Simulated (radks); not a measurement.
The nuclear charge of the holmium ion Ho+ is varied continuously with 66 electrons held in [Xe] 4f11 6s1. Calculated with a radial shooting solver on a logarithmic mesh with Libxc functionals: Dirac Kohn-Sham, LDA (Slater exchange, Perdew-Wang correlation), spin-unpolarised, spherical densities, point nucleus; open shells fill j = l - 1/2 first. By the Hellmann-Feynman theorem dE/dZ = E(electron-nucleus)/Z, the electronic potential at the nucleus.

| Z | E (hartree) | E(electron-nucleus)/Z (hartree) | HOMO | e(HOMO) (eV) | <r> HOMO (bohr) |
|---|---|---|---|---|---|
| 66.2 | -12251.3877 | -456.751 | 4f7/2 | -0.170 | 1.123 |
| 66.3 | -12297.1163 | -457.818 | 4f7/2 | -0.793 | 0.9941 |
| 66.4 | -12342.9511 | -458.875 | 4f7/2 | -1.744 | 0.9589 |
| 66.5 | -12388.8913 | -459.929 | 4f7/2 | -2.828 | 0.9348 |
| 66.6 | -12434.9368 | -460.980 | 4f7/2 | -4.010 | 0.9157 |
| 66.7 | -12481.0873 | -462.031 | 4f7/2 | -5.270 | 0.8996 |
| 66.8 | -12527.3429 | -463.080 | 4f7/2 | -6.597 | 0.8855 |
| 66.9 | -12573.7033 | -464.129 | 4f7/2 | -7.983 | 0.8728 |
| 67 | -12620.1686 | -465.177 | 6s1/2 | -9.218 | 3.628 |
| 67.1 | -12666.7387 | -466.225 | 6s1/2 | -9.954 | 3.568 |
| 67.2 | -12713.4135 | -467.273 | 6s1/2 | -10.708 | 3.512 |
| 67.3 | -12760.1932 | -468.321 | 6s1/2 | -11.479 | 3.458 |
| 67.4 | -12807.0777 | -469.369 | 6s1/2 | -12.266 | 3.406 |
| 67.5 | -12854.0669 | -470.417 | 6s1/2 | -13.069 | 3.357 |
| 67.6 | -12901.1610 | -471.465 | 6s1/2 | -13.887 | 3.310 |
| 67.7 | -12948.3599 | -472.513 | 6s1/2 | -14.720 | 3.265 |
| 67.8 | -12995.6636 | -473.562 | 6s1/2 | -15.568 | 3.222 |
| 67.9 | -13043.0723 | -474.611 | 6s1/2 | -16.430 | 3.180 |
| 68 | -13090.5858 | -475.660 | 6s1/2 | -17.306 | 3.140 |

The central difference of E at Z = 67 is -465.177 hartree, to compare with the third column; the second derivative is -10.5 hartree. No converged solution with all levels bound was reached at Z = 66, 66.1.
